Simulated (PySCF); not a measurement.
Spectrum to structure. Theory: PySCF, TDDFT CAM-B3LYP/def2-SVPD, vertical, gas phase, core orbitals frozen in the response. Geometries: GFN2-xTB, one conformer each.

```
state  ν̃ (cm⁻¹)       f  main configurations (H = HOMO, L = LUMO)
   S1      48010  0.0002                                 H→L (89%)
   S2      53670  0.0070     H→L+1 (50%), H→L+3 (27%), H→L+2 (18%)
   S3      55040  0.0065     H→L+1 (32%), H→L+2 (21%), H→L+3 (15%)
   S4      55280   0.039                               H-1→L (78%)
   S5      56830  0.0095                  H→L+3 (44%), H→L+2 (36%)
   S6      58390   0.041  H-1→L+1 (50%), H-1→L+3 (23%), H→L+4 (9%)
   S7      59250  0.0017                               H→L+4 (66%)
   S8      61530  0.0013                               H→L+5 (69%)
```

Triplets computed (Tamm–Dancoff): 5.68, 6.18, 6.25 eV.

Task: Which candidate is it?
A. `C1[SiH2]N[SiH2][SiH2]1`
B. `[H]/N=C\[SiH]([SiH3])[SiH3]`
C. `C=C[SiH2]O`

Result: A. Its S1 lies at 5.95 eV; the nearest of the others has S1 at 6.64 eV. S1 is HOMO→LUMO (89%). Löwdin shares by element: HOMO nitrogen 52%, silicon 22% or more, hydrogen 7% or more (atoms not listed hold the other 20%); LUMO silicon 55%, carbon 7% (atoms not listed hold the other 38%). At the same level the other candidates give, for their lowest levels:
- `[H]/N=C\[SiH]([SiH3])[SiH3]`: 4.22 eV (f 0.001); 6.01 eV (f 0.003); 6.27 eV (f 0.012); 6.72 eV (f 0.096); 6.80 eV (f 0.095); T1 3.45 eV; HOMO -8.42, LUMO 0.03 eV
- `C=C[SiH2]O`: 6.64 eV (f 0.004); 7.07 eV (f 0.069); 7.36 eV (f 0.341); 7.44 eV (f 0.029); 7.90 eV (f 0.011); T1 4.35 eV; HOMO -9.36, LUMO 0.66 eV
